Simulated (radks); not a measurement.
Q: Isoelectronic series with 24 electrons, each ion in its NIST ground configuration. All-electron calculation, scalar-relativistic Kohn-Sham, SCAN, spin-polarised, spherical densities, finite nucleus; open shells are filled with parallel spins first (spin-orbit coupling, left out, can overturn this in heavy ions); meta-GGA in the generalised Kohn-Sham scheme; Fermi nuclear charge, rms radius of each element as measured or else 0.836 A^(1/3) + 0.57 fm. Program: a radial shooting solver on a logarithmic mesh with Libxc functionals. Total energies (hartree) and orbital eigenvalues (eV):

ion    configuration  E (hartree)      3d up    3p down      3p up
Cr      [Ar] 3d5 4s1  -1051.08780    -3.8971   -42.5052   -48.1536
Ni4+        [Ar] 3d6  -1516.68407   -71.2274  -131.2202  -138.0358
Zn6+        [Ar] 3d6  -1784.67528  -129.2556  -200.0998  -207.9679
Ge8+        [Ar] 3d6  -2076.08755  -200.5026  -282.3386  -291.1895
Se10+       [Ar] 3d6  -2391.04560  -284.5303  -377.5229  -387.3195
Kr12+       [Ar] 3d6  -2729.70342  -381.1210  -485.4781  -496.1997
Sr14+       [Ar] 3d6  -3092.24010  -490.1523  -606.1305  -617.7657
Zr16+       [Ar] 3d6  -3478.85636  -611.5515  -739.4581  -752.0008
Mo18+       [Ar] 3d6  -3889.76886  -745.2742  -885.4692  -898.9168
Ru20+       [Ar] 3d6  -4325.21775  -891.2948  -1044.192  -1058.544
Pd22+       [Ar] 3d6  -4785.46060  -1049.600  -1215.671  -1230.928
Cd24+       [Ar] 3d6  -5270.77148  -1220.184  -1399.959  -1416.124
Sn26+       [Ar] 3d6  -5781.45071  -1403.051  -1597.120  -1614.195
Te28+       [Ar] 3d6  -6317.81075  -1598.207  -1807.227  -1825.215
Xe30+       [Ar] 3d6  -6880.19842  -1805.664  -2030.357  -2049.263
Ba32+       [Ar] 3d6   -7468.9738  -2025.437  -2266.598  -2286.424
Ce34+       [Ar] 3d6   -8084.5272  -2257.545  -2516.041  -2536.793
Nd36+       [Ar] 3d6   -8727.2730  -2502.007  -2778.785  -2800.466
Sm38+       [Ar] 3d6   -9397.6223  -2758.850  -3054.935  -3077.550
Gd40+       [Ar] 3d6  -10096.0931  -3028.096  -3344.599  -3368.154
Dy42+       [Ar] 3d6  -10823.1749  -3309.775  -3647.897  -3672.395
Er44+       [Ar] 3d6  -11579.4196  -3603.915  -3964.948  -3990.396

Estimate the row of Fe2+ ([Ar] 3d6).

A: E (hartree) -1272.05024; 3d up -27.5308; 3p down -76.8851; 3p up -82.5085.
